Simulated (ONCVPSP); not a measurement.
# osmium: variants of one ONCV potential

Base potential:

ONCVPSP 4.0.1 input, shortened (lines: element, Z, core and valence counts, functional; n l f; lmax; l rc ep ncon nbas qcut; lloc lpopt rc5 dvloc0; l nproj debl; icmod fcfact rcfact), LDA (Perdew-Zunger), scalar-relativistic:

```
  Os 76.00   10    4        3      upf
    1    0    2.00
    2    0    2.00
    2    1    6.00
    3    0    2.00
    3    1    6.00
    3    2   10.00
    4    0    2.00
    4    1    6.00
    4    2   10.00
    4    3   14.00
    5    0    2.00
    5    1    6.00
    5    2    7.00
    6    0    1.00
    2
    0    1.80    0.00    4    7    5.30
    1    1.50    0.00    4    9    8.60
    2    1.70    0.00    3    6    5.70
    4    4    1.05    0.00
    0    2    0.50
    1    2    2.20
    2    2    1.30
    0    0.00    0.00
```

Cutoffs, loose and tight: the cutoffs (Ha) at which the residual kinetic energy of the hardest occupied pseudo-wave falls to 1 and 0.1 mHa per electron. They do not see the model core or the augmentation charge, which bear on the density cutoff. Test errors are all-electron minus pseudo excitation energies from the reference, over the configurations 5s2 5p6 5d6 6s2; 5s2 5p6 5d6 6s1; 5s2 5p6 5d6 6s0; 5s2 5p6 5d4 6s0. A dash means not determined; rows that change the core or the reference have their own tests. The largest error is taken over the tests solved by every variant that gives reliable tests at all: 5s2 5p6 5d6 6s0; 5s2 5p6 5d6 6s1; 5s2 5p6 5d6 6s2.

| change | outcome | cutoff, loose | cutoff, tight | bound ghosts | GHOST(+) flags above zero | largest test error (meV) |
| --- | --- | --- | --- | --- | --- | --- |
| base | generated | 27 Ha | 32 Ha | none | s | -6.7 |
| s: qcut 4.1; p: qcut 6.6; d: qcut 4.4 | generated | 41 Ha | 74 Ha | none | s, d | -11 |
| s: qcut 5.1; p: qcut 8.3; d: qcut 5.5 | generated | 26 Ha | 40 Ha | none | s | -7.1 |
| s: qcut 5.6; p: qcut 9.1; d: qcut 6.1 | generated | 29 Ha | 34 Ha | none | s | -6.1 |
| s: qcut 6.2; p: qcut 10.1; d: qcut 6.7 | generated | 33 Ha | 39 Ha | none | s | -5.6 |
| s: qcut 6.7; p: qcut 10.9; d: qcut 7.2 | generated | 35 Ha | 42 Ha | none | s | -5.3 |
| s: qcut 7.2; p: qcut 11.8; d: qcut 7.8 | generated | 38 Ha | 45 Ha | none | s | -5.1 |
| s: qcut 7.6; p: qcut 12.3; d: qcut 8.1 | generated | 39 Ha | 47 Ha | none | s | -5.0 |

Problem. What comes out with this change to the base: s: qcut 3.6; p: qcut 5.8; d: qcut 3.8?

Solution. outcome: generated; cutoff, loose: 45 Ha; cutoff, tight: 107 Ha; bound ghosts: none; GHOST(+) flags above zero: s; largest test error (meV): -13.

Problem. What comes out with this change to the base: s: qcut 4.4; p: qcut 7.2; d: qcut 4.8?

Solution. outcome: generated; cutoff, loose: 35 Ha; cutoff, tight: 50 Ha; bound ghosts: none; GHOST(+) flags above zero: s, d; largest test error (meV): -12.
